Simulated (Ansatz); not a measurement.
One change: `CC[Si]CC` becomes `CC[Si]N`.

Ansatz, PBE0-D4/def2-TZVP geometries, multiplicity 1. Each molecule was computed in one conformer, which needn't be the lowest.

```
                                                                                  property  `CC[Si]CC`
                                                        HOMO energy (PBE0/def2-TZVPP) / eV       -5.77
                                                         LUMO energy (PBE/def2-TZVPP) / eV       -2.84
                                                   HOMO–LUMO gap (ωB97M-V/def2-TZVPP) / eV        7.80
                                                       LUMO energy (B3LYP/def2-TZVPP) / eV       -2.18
ideal-gas entropy at 298 K and 1 bar (rigid rotor, harmonic PBE0-D4/def2-TZVP) / J/(mol·K)         364
                                                     HOMO energy (ωB97M-V/def2-TZVPP) / eV       -7.86
```

Task: What does the change do to each property? (Estimate.)

Result: Computed: 
| property | `CC[Si]N` | shift |
| --- | --- | --- |
| HOMO energy (PBE0/def2-TZVPP) / eV | -5.92 | -0.15 |
| LUMO energy (PBE/def2-TZVPP) / eV | -1.82 | 1.02 |
| HOMO–LUMO gap (ωB97M-V/def2-TZVPP) / eV | 8.98 | 1.18 |
| LUMO energy (B3LYP/def2-TZVPP) / eV | -1.17 | 1.01 |
| ideal-gas entropy at 298 K and 1 bar (rigid rotor, harmonic PBE0-D4/def2-TZVP) / J/(mol·K) | 317 | -47 |
| HOMO energy (ωB97M-V/def2-TZVPP) / eV | -8.02 | -0.16 |

With PBE0 the HOMO falls by 0.15 eV and the LUMO rises by 1.00 eV, so the gap widens by about 1.15 eV. PBE moves the HOMO by -0.12 eV and ωB97M-V by -0.16 eV. The zero-point energy changes by -99.0 kJ/mol with -12 modes.

B3LYP here is the variant with VWN-RPA as its local correlation; programs differ in this.
